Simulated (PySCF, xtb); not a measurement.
C4H5IO2, SMILES O=C(C(I)=C)OC. The values are those of a single conformer.

Harmonic wavenumbers (cm⁻¹) from xtb 6.7.1 with GFN2-xTB at its own minimum, in rising order: 39, 52, 122, 152, 261, 293, 353, 356, 507, 618, 692, 760, 876, 917, 1021, 1098, 1124, 1157, 1210, 1360, 1389, 1438, 1458, 1646, 1747, 2981, 2992, 3053, 3091, 3140.

**Question.** What does PySCF 2.14.0 with B3LYP-D3(BJ)/def2-SVP give at its own minimum? (An estimate is asked for; the answer gives what the named calculation found.)

**Answer.** 51, 125, 131, 153, 282, 314, 375, 380, 513, 660, 712, 814, 888, 974, 1047, 1123, 1172, 1209, 1306, 1385, 1457, 1460, 1475, 1670, 1818, 3046, 3133, 3149, 3176, 3262. Paired by order, the mean absolute difference is 45 cm⁻¹ and the zero-point energies are 51.3 and 53.3 kcal/mol.
